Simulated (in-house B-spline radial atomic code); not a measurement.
**PBEsol excitations of N3+**

Method: PBEsol. Computed with an all-electron radial atomic-structure program (B-spline basis): linear response of the closed shell [He] 2s2 with the functional's adiabatic kernel; non-relativistic, point nucleus, no spin-orbit coupling, no double excitations, S, P, D and F terms only.

Command:
```bash
python run_td.py task.json out
```
Settings (radii: box in bohr, nucleus in fm):
```
Z                        7
electrons                4
configuration            [He] 2s2
hamiltonian              nr
method                   pbesol
box_radius               23.08
intervals                49
```

Time taken, with all properties: 0.1 s on 1 thread of Arm Neoverse N1 (shared host).

The lowest states, in the order of their Tamm-Dancoff energies; the method's threshold (minus the highest occupied level) is 67.81 eV. Labels give the largest channel, * marks a mixed state, and oscillator strengths are full-response dipole values. Semilocal kernels can invert the small singlet-triplet splittings of Rydberg terms. Energies in eV:

```
     state  full response  Tamm-Dancoff  oscillator strength
2s → 2p 3P          6.598         7.497                    -
2s → 2p 1P         15.194        16.047                0.596
2s → 3s 3S          44.71         44.72                    -
2s → 3s 1S              ?             ?                    -
2s → 3p 3P          47.52         47.54                    -
2s → 3p 1P          47.95         47.96                0.307
2s → 3d 3D          49.23         49.27                    -
2s → 3d 1D          50.13         50.14                    -
2s → 4s 3S          56.96         56.96                    -
2s → 4s 1S          57.33         57.34                    -
2s → 4p 3P          57.96         57.97                    -
2s → 4p 1P          58.07         58.07               0.0828
2s → 4d 3D          58.68         58.69                    -
2s → 4d 1D              ?             ?                    -
2s → 4f 3F          59.58         59.58                    -
2s → 4f 1F          59.59         59.59                    -
```

(1) Where does 2s → 3s 1S lie?

(2) Where does 2s → 4d 1D lie?

(3) How large is the singlet-triplet splitting of 2s → 2p (P terms) in Tamm-Dancoff?

(4) What polarisabilities and dispersion coefficient does the method give?

Results:

(1) At 46.14 eV in full response, 46.16 eV in Tamm-Dancoff.

(2) At 58.95 eV in full response, 58.95 eV in Tamm-Dancoff.

(3) 8.55 eV, from the unrounded values.

(4) Dipole 2.103 bohr³, quadrupole 1.487 bohr⁵, C6 2.081 hartree·bohr⁶ for two such species.
